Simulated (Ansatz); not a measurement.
Isolated molecules relaxed with PBE0-D4/def2-TZVP in Ansatz; ΔE leaves out vibrations. CCSD(T)/CBS adds triple-zeta CCSD(T) − MP2 to the extrapolated MP2 energy (def2 sets, frozen cores). Functionals use def2-TZVPP. For Br outer-core shells are correlated without core-valence functions, which leaves a few kJ/mol of doubt a bond. Scalar relativity is left out up to krypton. One conformer a species, not always the lowest.

Consider the substitution at a C–N bond: `CN([SiH2]O)[SiH](O)F` + `[OH][Al]([F])[Br]` → `C[O][Al]([F])[Br]` + `O[SiH2]N[SiH](O)F`.

Problem. Is it downhill or uphill in electronic energy at CCSD(T)/CBS, and by how much? (An estimate is asked.)

Solution. The calculation gave: Uphill: ΔE = +0.17 eV.

Problem. What do these levels give: PBE-D4, PBE0-D4, r2SCAN, PBE0, MP2/def2-TZVPP, HF/def2-QZVPP? (Best estimate.)

Solution. Ansatz gave: PBE-D4 0.16, PBE0-D4 0.16, r2SCAN 0.14, PBE0 0.11, MP2/def2-TZVPP 0.20, HF/def2-QZVPP -0.07 eV.

Largest T1 diagnostic among the species: 0.011.

The D4 term adds +0.09 eV with B3LYP and +0.05 eV with PBE0; it sums over pairs of atoms, weighted by their polarisabilities, and B3LYP, whose exchange is more repulsive, gets the larger term. In def2-TZVPP, CCSD(T) changes the Hartree–Fock value by +0.23 eV (the triples alone add +0.03 eV) and MP2 by +0.27 eV.

B3LYP here is the variant with VWN-RPA as its local correlation; programs differ in this.
